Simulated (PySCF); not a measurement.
Cd(I)(Et) (C₂H₅CdI), SMILES C[CH2][Cd][I].

Coordinates come from a PBE0-D3(BJ)/def2-SVP optimisation. The structure was generated by enumeration; whether it is a known compound was not checked. The def2 effective core potentials stand for the cores of Cd, I; spin–orbit coupling is left out. Other conformers were not sampled.

These are PySCF 2.14.0 with C-PCM-ωB97X/def2-SVP values and carry that method's errors.

The values are the electrostatic part of the solvation free energy, E(continuum) − E(gas) at the gas-phase geometry, in a cavity of scaled van der Waals radii (PySCF's table); cavitation and dispersion terms are not included. A continuum can't describe solvent molecules that bind to the metal. In vacuum the orbital gap is 10.32 eV. The dipole moment in vacuum is 2.96 D.

### Question
Estimate the values in water (ε = 78.36), ethylethanoate (ε = 5.99), methanol (ε = 32.61). (An estimate is asked for; the answer gives what the named calculation found.)

### Answer

```
solvent             ε  ΔG(elec) (kcal/mol)  dipole (D)  gap (eV)
--------------  -----  -------------------  ----------  --------
water           78.36                -10.2        4.06     10.62
ethylethanoate   5.99                 -8.2        3.85     10.59
methanol        32.61                 -9.9        4.03     10.61
```
